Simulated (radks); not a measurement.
Coulomb parameter of the 4d shell of the cadmium ion Cd+ in the model configuration [Kr] 4d9.5 5s1.5, as a second difference U = [E(n + 0.25) + E(n - 0.25) - 2 E(n)] / (0.25)^2 with all orbitals relaxed. "Bare": the charge of the atom changes with n. "Screened": the 5s shell takes up the change at fixed total charge, which measures U(4d,4d) + U(5s,5s) - 2 U(4d,5s). Method: scalar-relativistic Kohn-Sham, LDA (Slater exchange, Perdew-Wang correlation), spin-unpolarised, spherical densities, point nucleus; computed with a radial shooting solver on a logarithmic mesh with Libxc functionals.

[
 {"case": "start", "configuration": "[Kr] 4d9.5 5s1.5", "E - E(n) (eV)": "0.000"},
 {"case": "bare +0.25", "configuration": "[Kr] 4d9.75 5s1.5", "E - E(n) (eV)": "-5.260"},
 {"case": "bare -0.25", "configuration": "[Kr] 4d9.25 5s1.5", "E - E(n) (eV)": "6.111"},
 {"case": "screened +0.25", "configuration": "[Kr] 4d9.75 5s1.25", "E - E(n) (eV)": "-2.052"},
 {"case": "screened -0.25", "configuration": "[Kr] 4d9.25 5s1.75", "E - E(n) (eV)": "2.208"}
]

U(bare) = 13.610 eV, U(screened by 5s) = 2.510 eV, against the Slater integral F0(4d,4d) = 19.768 eV with frozen orbitals.
